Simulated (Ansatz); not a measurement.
Cartesian coordinates in Å:
```
C -0.306 -1.388 1.812
S -1.021 -0.211 0.652
C 0.425 0.350 -0.209
F 1.194 1.230 0.559
Si -0.108 1.198 -1.831
H -1.128 -1.784 2.410
H 0.404 -0.891 2.472
H 0.178 -2.212 1.285
H 1.067 -0.511 -0.427
H -0.514 0.147 -2.798
H -1.242 2.114 -1.561
H 1.050 1.958 -2.364
```

The species carries charge 0 and has multiplicity 1.

**Question.** List the ωB97M-V/def2-TZVPP orbital energies in eV (the Gaussian-basis code of Ansatz). (Best estimate.)

**Answer.** Computed: Occupied: -2427.04, -1807.10, -677.31, -284.04, -282.23, -220.98, -164.11, -164.01, -163.88, -148.21, -102.32, -102.31, -102.31, -36.15, -25.42, -22.59, -19.84, -18.04, -16.75, -15.75, -15.22, -14.60, -14.32, -13.32, -12.27, -12.08, -11.26, -10.92, -9.25. Lowest empty: 1.99, 2.33, 2.77, 2.98, 3.11, 3.74, 3.94, 4.18.
